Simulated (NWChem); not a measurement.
System: CH$_{4}$Al cation; SMILES [CH3][AlH+]

The following NWChem deck was run.

```
start job
memory heap 200 mb stack 700 mb global 900 mb
charge 1
geometry units angstroms noautoz
  Al     0.000000     0.000000    -0.708169
  C      0.000000     0.000000     1.190690
  H      0.270706    -0.991562     1.566558
  H     -0.994071     0.261343     1.566558
  H      0.723365     0.730219     1.566558
  H      0.000000     0.000000    -2.266369
end
basis spherical
  * library pcseg-2
end
dft
  xc xpbe96 cpbe96
  iterations 150
  mulliken
end
task dft energy
```

NWChem printed, in part:

```
             Northwest Computational Chemistry Package (NWChem) 7.3.0
             --------------------------------------------------------

 C3V symmetry detected

                             Geometry "geometry" -> ""
                             -------------------------

 Output coordinates in angstroms (scale by  1.889725989 to convert to a.u.)

  No.       Tag          Charge          X              Y              Z
 ---- ---------------- ---------- -------------- -------------- --------------
    1 Al                  13.0000    -0.00000000     0.00000000    -0.72431022
    2 C                    6.0000    -0.00000000     0.00000000     1.17454878
    3 H                    1.0000     0.72680017     0.72680017     1.55041678
    4 H                    1.0000     0.26602733    -0.99282750     1.55041678
    5 H                    1.0000    -0.99282750     0.26602733     1.55041678
    6 H                    1.0000    -0.00000000     0.00000000    -2.28251022

 Effective nuclear repulsion energy (a.u.)      45.3335346934

      Symmetry information
      --------------------

 Group name             C3v
 Group number             17
 Group order               6
 No. of unique centers     4

  pbe96 is a nonlocal functional; adding pw91lda local functional.

                                 NWChem DFT Module
                                 -----------------

 Summary of "ao basis" -> "ao basis" (spherical)
 ------------------------------------------------------------------------------
       Tag                 Description            Shells   Functions and Types
 ---------------- ------------------------------  ------  ---------------------
 Al                         pcseg-2                 12       34   5s4p2d1f
 C                          pcseg-2                 10       30   4s3p2d1f
 H                          pcseg-2                  6       14   3s2p1d

      Symmetry analysis of basis
      --------------------------

        a1         40
        a2          6
        e          74

  Rotation of axis

            General Information
            -------------------
          SCF calculation type: DFT
          Wavefunction type:  closed shell.
          No. of atoms     :     6
          No. of electrons :    22
           Alpha electrons :    11
            Beta electrons :    11
          Charge           :     1
          Spin multiplicity:     1
          Use of symmetry is: on ; symmetry adaption is: on
          Maximum number of iterations: 150
          AO basis - number of functions:   120
                     number of shells:    46
          Convergence on energy requested:  1.00D-06
          Convergence on density requested:  1.00D-05
          Convergence on gradient requested:  5.00D-04

              XC Information
              --------------
          PerdewBurkeErnzerhof Exchange Functional  1.000
            Perdew 1991 LDA Correlation Functional  1.000 local
           PerdewBurkeErnz. Correlation Functional  1.000 non-local

             Grid Information
             ----------------
          Grid used for XC integration:  medium
          Radial quadrature: Mura-Knowles
          Angular quadrature: Lebedev.
          Tag              B.-S. Rad. Rad. Pts. Rad. Cut. Ang. Pts.
          ---              ---------- --------- --------- ---------
          Al                  1.25       88          10.0       590
          C                   0.70       49          11.0       434
          H                   0.35       45          12.0       434
          Grid pruning is: on
          Number of quadrature shells:   227
          Spatial weights used:  Erf1

      Superposition of Atomic Density Guess
      -------------------------------------

 Sum of atomic energies:        -281.53937884

 Renormalizing density from      23.00 to     22

      Non-variational initial energy
      ------------------------------

 Total energy =    -274.312546
 1-e energy   =    -457.879304
 2-e energy   =     138.233224
 HOMO         =      -0.706281
 LUMO         =      -0.329590

      Symmetry analysis of molecular orbitals - initial
      -------------------------------------------------

  Numbering of irreducible representations:

     1 a1          2 a2          3 e

  Orbital symmetries:

     1 a1          2 a1          3 a1          4 a1          5 e
     6 e           7 a1          8 a1          9 e          10 e
    11 a1         12 a1         13 e          14 e          15 a1
    16 e          17 e          18 a1         19 e          20 e
    21 a1

     ---------------------------------------------
      Total Density - Mulliken Population Analysis
     ---------------------------------------------

    Atom       Charge   Shell Charges
 -----------   ------   -------------------------------------------------------
    1 Al  13    11.95   2.00  0.57  1.44  1.01  0.25  5.99  0.22  0.39  0.02  0.00  0.06  0.01
    2 C    6     6.90   2.00  0.64  0.55  0.10  1.67  1.68  0.25  0.00  0.01  0.00
    3 H    1     0.76   0.35  0.34  0.02  0.01  0.04  0.00
    4 H    1     0.76   0.35  0.34  0.02  0.01  0.04  0.00
    5 H    1     0.76   0.35  0.34  0.02  0.01  0.04  0.00
    6 H    1     0.87   0.29  0.45  0.11  0.00  0.01  0.00

   convergence    iter        energy       DeltaE   RMS-Dens  Diis-err
 ---------------- ----- ----------------- --------- --------- ---------
 d= 0,ls=0.0,diis     1   -282.3366836843 -3.28D+02  1.19D-02  2.15D+00
 d= 0,ls=0.0,diis     2   -282.1644631970  1.72D-01  1.08D-02  1.95D+00
 d= 0,ls=0.0,diis     3   -282.3982038766 -2.34D-01  3.09D-03  5.21D-01
 d= 0,ls=0.0,diis     4   -282.4713750093 -7.32D-02  5.81D-04  4.33D-03
 d= 0,ls=0.0,diis     5   -282.4720360324 -6.61D-04  1.77D-04  3.26D-04
  Resetting Diis
 d= 0,ls=0.0,diis     6   -282.4721009211 -6.49D-05  3.70D-05  1.79D-05
 d= 0,ls=0.0,diis     7   -282.4721047798 -3.86D-06  7.70D-06  1.66D-07
 d= 0,ls=0.0,diis     8   -282.4721047742  5.58D-09  3.94D-06  2.31D-07

         Total DFT energy =     -282.472104774179
      One electron energy =     -474.812329928920
           Coulomb energy =      172.108275439120
    Exchange-Corr. energy =      -25.101584977741
 Nuclear repulsion energy =       45.333534693362

 Numeric. integr. density =       21.999993203113

                  Occupations of the irreducible representations
                  ----------------------------------------------

                     irrep           alpha         beta
                     --------     --------     --------
                     a1                7.0          7.0
                     a2                0.0          0.0
                     e                 4.0          4.0

                       DFT Final Molecular Orbital Analysis
                       ------------------------------------

 Vector    9  Occ=2.000000D+00  E=-5.730199D-01  Symmetry=e
              MO Center= -1.5D-01,  1.6D-01,  1.3D+00, r^2= 1.3D+00
   Bfn.  Coefficient  Atom+Function         Bfn.  Coefficient  Atom+Function
  ----- ------------  ---------------      ----- ------------  ---------------
    39      0.338793  2 C  px                42      0.253483  2 C  px
    93     -0.227348  5 H  s                 94     -0.197167  5 H  s
    65      0.168661  3 H  s                 66      0.146270  3 H  s
    45      0.105679  2 C  px                12      0.066413  1 Al px
    79      0.058687  4 H  s                 80      0.050896  4 H  s

 Vector   10  Occ=2.000000D+00  E=-5.730199D-01  Symmetry=e
              MO Center=  1.5D-01, -1.6D-01,  1.3D+00, r^2= 1.3D+00
   Bfn.  Coefficient  Atom+Function         Bfn.  Coefficient  Atom+Function
  ----- ------------  ---------------      ----- ------------  ---------------
    40      0.338793  2 C  py                43      0.253483  2 C  py
    79     -0.228635  4 H  s                 80     -0.198283  4 H  s
    65      0.165142  3 H  s                 66      0.143219  3 H  s
    46      0.105679  2 C  py                13      0.066413  1 Al py
    93      0.063493  5 H  s                 94      0.055064  5 H  s

 Vector   11  Occ=2.000000D+00  E=-5.037663D-01  Symmetry=a1
              MO Center= -5.7D-14, -3.1D-13, -7.8D-02, r^2= 3.1D+00
   Bfn.  Coefficient  Atom+Function         Bfn.  Coefficient  Atom+Function
  ----- ------------  ---------------      ----- ------------  ---------------
    41     -0.300622  2 C  pz                14      0.281949  1 Al pz
    44     -0.263835  2 C  pz               108     -0.214567  6 H  s
     8     -0.181475  1 Al pz               107     -0.176724  6 H  s
    11      0.151317  1 Al pz                 4      0.132743  1 Al s
     3     -0.073238  1 Al s                 65     -0.066854  3 H  s

 Vector   12  Occ=0.000000D+00  E=-2.984588D-01  Symmetry=e
              MO Center=  1.3D-03, -6.0D-04, -7.5D-01, r^2= 3.1D+00
   Bfn.  Coefficient  Atom+Function         Bfn.  Coefficient  Atom+Function
  ----- ------------  ---------------      ----- ------------  ---------------
    12      0.679984  1 Al px                15      0.266133  1 Al px
     6     -0.228167  1 Al px                 9      0.206070  1 Al px
    95      0.119744  5 H  s                 13     -0.117417  1 Al py
    94      0.096772  5 H  s                 93      0.075067  5 H  s
    67     -0.069315  3 H  s                 39     -0.061737  2 C  px

 Vector   13  Occ=0.000000D+00  E=-2.984588D-01  Symmetry=e
              MO Center= -1.3D-03,  6.0D-04, -7.5D-01, r^2= 3.1D+00
   Bfn.  Coefficient  Atom+Function         Bfn.  Coefficient  Atom+Function
  ----- ------------  ---------------      ----- ------------  ---------------
    13      0.679984  1 Al py                16      0.266133  1 Al py
     7     -0.228167  1 Al py                10      0.206070  1 Al py
    12      0.117417  1 Al px                81      0.109154  4 H  s
    67     -0.098250  3 H  s                 80      0.088213  4 H  s
    66     -0.079401  3 H  s                 79      0.068428  4 H  s

 Vector   14  Occ=0.000000D+00  E=-2.802372D-01  Symmetry=a1
              MO Center= -1.4D-15, -2.1D-15, -6.7D-01, r^2= 3.6D+00
   Bfn.  Coefficient  Atom+Function         Bfn.  Coefficient  Atom+Function
  ----- ------------  ---------------      ----- ------------  ---------------
     5      1.226206  1 Al s                 38     -0.521141  2 C  s
   109     -0.505679  6 H  s                  4      0.363990  1 Al s
   108     -0.353674  6 H  s                 37     -0.244522  2 C  s
    44      0.236938  2 C  pz                 3     -0.227187  1 Al s
    41      0.209035  2 C  pz                47      0.192398  2 C  pz

     ---------------------------------------------
      Total Density - Mulliken Population Analysis
     ---------------------------------------------

    Atom       Charge   Shell Charges
 -----------   ------   -------------------------------------------------------
    1 Al  13    12.01   2.00  0.51  1.47  0.93  0.22  5.88  0.36  0.56  0.02  0.00  0.06  0.01
    2 C    6     6.39   2.00  0.52  0.50  0.13  1.41  1.45  0.38  0.00  0.01 -0.00
    3 H    1     0.86   0.42  0.39  0.00  0.01  0.04  0.00
    4 H    1     0.86   0.42  0.39  0.00  0.01  0.04  0.00
    5 H    1     0.86   0.42  0.39  0.00  0.01  0.04  0.00
    6 H    1     1.03   0.37  0.54  0.10  0.00  0.01  0.00

     -------------------------------------------
      Total Density - Lowdin Population Analysis
     -------------------------------------------

    Atom       Charge   Shell Charges
 -----------   ------   -------------------------------------------------------
    1 Al  13    11.73   2.00  0.80  1.15  0.57  0.28  5.66  0.57  0.50  0.11  0.00  0.07  0.03
    2 C    6     6.25   1.97  0.34  0.34  0.19  1.19  1.49  0.64  0.00  0.09  0.01
    3 H    1     0.96   0.36  0.34  0.10  0.01  0.13  0.02
    4 H    1     0.96   0.36  0.34  0.10  0.01  0.13  0.02
    5 H    1     0.96   0.36  0.34  0.10  0.01  0.13  0.02
    6 H    1     1.14   0.35  0.50  0.24  0.00  0.04  0.00

     Multipole analysis of the density
     ---------------------------------

     L   x y z        total         alpha         beta         nuclear
     -   - - -        -----         -----         ----         -------
     0   0 0 0      1.000000    -11.000000    -11.000000     23.000000

     1   1 0 0     -0.000000     -0.000000     -0.000000     -0.000000
     1   0 1 0      0.000000      0.000000      0.000000      0.000000
     1   0 0 1     -0.633311     -0.316655     -0.316655      0.000000

     2   2 0 0    -10.545937     -8.102529     -8.102529      5.659121
     2   1 1 0     -0.000000     -0.000000     -0.000000     -0.000000
     2   1 0 1      0.000000      0.000000      0.000000     -0.000000
     2   0 2 0    -10.545937     -8.102529     -8.102529      5.659121
     2   0 1 1      0.000000      0.000000      0.000000      0.000000
     2   0 0 2     -9.476087    -53.873652    -53.873652     98.271217
```

Level: PBE/pcseg-2. Coordinates come from a PBE0-D3(BJ)/def2-TZVP optimisation.
